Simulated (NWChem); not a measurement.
Correlation energy of HSe

```
Se
H 1 1.4735
```
Charge 0, spin multiplicity 2.

Program: NWChem. The geometry was optimised at UPBE0/def2-SVP, a minimum by its harmonic frequencies.

Basis set: def2-TZVP. Each correlation energy counts from its own Hartree-Fock reference.

The Hamiltonian is non-relativistic. The correlated methods keep 9 core orbitals frozen. The structure started from a generated list of species. The unpaired electrons of the parent sit in orbitals of symmetry b2 (C2v labels of the run); other states weren't searched. The stability of the SCF solutions was not checked. Open-shell Hartree-Fock references start from PBE0 orbitals. Coupled-cluster values serve here as a point of comparison, not as the truth.

Task: For the correlation energy, UMP2 gives -244.6 mHa and SCS-UMP2 gives -232.0 mHa. What do CCSD on UHF, CCSD[T] on UHF, CCSD(T) on UHF give?

Result: CCSD on UHF: -258.7 mHa; CCSD[T] on UHF: -266.8 mHa; CCSD(T) on UHF: -266.5 mHa.
